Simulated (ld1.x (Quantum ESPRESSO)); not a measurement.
## boron: variants of one PAW potential

Base potential:

ld1.x (Quantum ESPRESSO) 7.5 input, shortened:

```
&input
   title='B', zed=5., rel=0, dft='REVPBE', iswitch=3,
   config='[He] 2s2 2p1'
 /
 &inputp
   pseudotype=3, lpaw=.true., tm=.true., lloc=-2, rcloc=3.35,
   nlcc=.true., new_core_ps=.true., rcore=1.55,
   which_augfun='GAUSS', rmatch_augfun=1.30
 /
4
2S  1  0   2.00   0.00  1.60  1.80  0.0
2S  1  0   0.00  -0.40  1.60  1.80  0.0
2P  2  1   1.00   0.00  2.85  3.85  0.0
2P  2  1   0.00   0.45  2.85  3.85  0.0
 &test
   configts(1)='2s2 2p1'
 /
```

Cutoffs, loose and tight: the cutoffs (Ry, on a coarse ladder) from which the occupation-weighted sum of valence levels, in a spherical-Bessel basis at the reference potential, stays within 10 and 1 mRy of its value at 400 Ry. They do not see the model core or the augmentation charge, which bear on the density cutoff. Test errors are all-electron minus pseudo excitation energies from the reference, over the configurations 2s2 2p0; 2s1 2p0; 2s2 2p0.5; 2s2 2p1.3; 2s1 2p1; 2s1 2p2; 2s0 2p3. A dash means not determined; rows that change the core or the reference have their own tests.

Cutoffs are not given where the Bessel-basis levels miss the radial ones by over 6 mRy, ghosts where they miss by over 20 mRy; a channel whose overlap is not positive is not tested.

A file whose overlap is not positive is unfit for use, and its test errors describe a broken file.

| change | outcome | cutoff, loose | cutoff, tight | bound ghosts | largest test error (meV) |
| --- | --- | --- | --- | --- | --- |
| base | generated | 6 Ry | 10 Ry | none | test run stopped at test 1 of 7 (negative rho) |
| all radii but the core radius scaled by about 0.74 (s 1.34, p 2.86 bohr, rcut 1.20/2.12); local potential all-electron potential smoothed inside 2.50 bohr (lloc = -2); augmentation GAUSS, radius 0.96 bohr | generated, overlap not positive | – | – | not determined (overlap not positive) | test run stopped at test 1 of 7 (negative rho) |
| all radii but the core radius scaled by about 0.84 (s 1.50, p 3.22 bohr, rcut 1.34/2.38); local potential all-electron potential smoothed inside 2.80 bohr (lloc = -2); augmentation GAUSS, radius 1.08 bohr | generated, overlap not positive | – | – | not determined (overlap not positive) | test run stopped at test 1 of 7 (negative rho) |
| all radii but the core radius scaled by about 0.92 (s 1.66, p 3.56 bohr, rcut 1.48/2.64); local potential all-electron potential smoothed inside 3.10 bohr (lloc = -2); augmentation GAUSS, radius 1.20 bohr | generated | 6 Ry | 8 Ry | none | test run stopped at test 1 of 7 (negative rho) |
| all radii but the core radius scaled by about 1.09 (s 1.96, p 4.20 bohr, rcut 1.74/3.12); local potential all-electron potential smoothed inside 3.66 bohr (lloc = -2); augmentation GAUSS, radius 1.42 bohr | generated | 6 Ry | 10 Ry | none | test run stopped at test 1 of 7 (negative rho) |
| all radii but the core radius scaled by about 1.21 (s 2.18, p 4.64 bohr, rcut 1.94/3.44); local potential all-electron potential smoothed inside 4.04 bohr (lloc = -2); augmentation GAUSS, radius 1.56 bohr | generated | 6 Ry | 10 Ry | none | test run stopped at test 1 of 7 (negative rho) |
| all radii but the core radius scaled by about 1.28 (s 2.32, p 4.94 bohr, rcut 2.06/3.66); local potential all-electron potential smoothed inside 4.30 bohr (lloc = -2); augmentation GAUSS, radius 1.68 bohr | generated | 6 Ry | 8 Ry | none | test run stopped at test 1 of 7 (negative rho) |
| all radii but the core radius scaled by about 1.39 (s 2.50, p 5.36 bohr, rcut 2.22/3.96); local potential all-electron potential smoothed inside 4.66 bohr (lloc = -2); augmentation GAUSS, radius 1.80 bohr | generated | 6 Ry | 8 Ry | none | -33 |

Reading the sweep of the scale of all radii but the core radius (base = 1) (base included, trends over the rows without a ghost): The loose cutoff stays near 6 Ry.
